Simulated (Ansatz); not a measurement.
Cost and result for the atomization energy of `B[SiH2]/C=C/O` (12 atoms, 11 bonds).

```xyz
12

B    -0.0481   -1.0766    0.4593
Si   -1.4984    0.1346    1.0191
C    -0.4773    0.4450   -0.4971
C     0.8843    0.5533   -0.5147
O     1.5724    0.3798   -1.6567
H    -0.1202   -2.0469   -0.2287
H     0.8512   -0.9696    1.2460
H    -1.2876    1.0838    2.1378
H    -2.9216    0.0253    0.6268
H    -0.9203    0.1565   -1.4477
H     1.4496    0.9303    0.3306
H     2.5161    0.3845   -1.4749
```

The species carries charge 0 and has multiplicity 1. The structure was optimised at the PBE0-D4/def2-TZVP level. It is one conformer, not always the lowest. Program: Ansatz. All runs use 4 threads of an Arm Neoverse V2 on a shared host. Times are those of one run each, without the atoms' runs, and a repeat can differ threefold. Electronic energies, without spin–orbit coupling; frozen cores. CCSD(T)/CBS adds CCSD(T) − MP2 in def2-TZVPP to the MP2 limit, and its time is that of the two runs behind it. T1 = 0.013. B3LYP takes the VWN-RPA correlation (the form of Gaussian; ORCA's B3LYP/G).

CCSD(T)/CBS is a level of theory with its own doubt, some kJ/mol a heavy atom from the limit and from the frozen cores, so smaller differences don't rank the functionals.

```
                             level  functions  atomization (kcal/mol)  difference from CCSD(T)/CBS  per bond
                 CCSD(T)/CBS(def2)          –                  1040.3                          0.0       0.0
r2SCAN-D4/def2-TZVPP (with forces)        264                  1053.0                         12.7       1.2
 B3LYP-D4/def2-TZVPP (with forces)        264                  1043.2                          2.9       0.3
   PBE-D4/def2-TZVPP (with forces)        264                  1068.9                         28.6       2.6
  ωB97M-V/def2-TZVPP (with forces)        264                  1047.5                          7.2       0.7
                CCSD(T)/def2-TZVPP        264                  1014.8                        -25.5      -2.3
                 B2PLYP/def2-TZVPP        264                  1031.5                         -8.8      -0.8
                    MP2/def2-QZVPP        508                  1047.6                          7.3       0.7
                ωB97X-V/def2-TZVPP        264                  1045.9                          5.6       0.5
                PBE0-D4/def2-TZVPP        264                  1050.1                          9.8       0.9
```

(1) Order the runs by time, with rough figures. (Estimate.)

## Answers

(1) Computed: PBE-D4/def2-TZVPP (with forces) 2.2 s; PBE0-D4/def2-TZVPP 2.3 s; B3LYP-D4/def2-TZVPP (with forces) 3.9 s; r2SCAN-D4/def2-TZVPP (with forces) 4.1 s; B2PLYP/def2-TZVPP 4.5 s; ωB97X-V/def2-TZVPP 6.5 s; ωB97M-V/def2-TZVPP (with forces) 9.5 s; MP2/def2-QZVPP 19 s; CCSD(T)/def2-TZVPP 110 s; CCSD(T)/CBS(def2) 2.2 min.

From PBE to PBE0 (25 % exact exchange), in def2-TZVPP and without D4, the atomization energy moves by −17.9 kcal/mol: exact exchange takes away binding that semilocal exchange gives to molecules. The D4 term adds +9.5 kcal/mol with B3LYP and +5.0 kcal/mol with PBE0; it sums over pairs of atoms, weighted by their polarisabilities, and B3LYP, whose exchange is more repulsive, gets the larger term. In def2-TZVPP, CCSD(T) changes the Hartree–Fock value by +258.4 kcal/mol (the triples alone add +17.3 kcal/mol) and MP2 by +276.1 kcal/mol; breaking electron pairs costs correlation energy, which Hartree–Fock lacks.
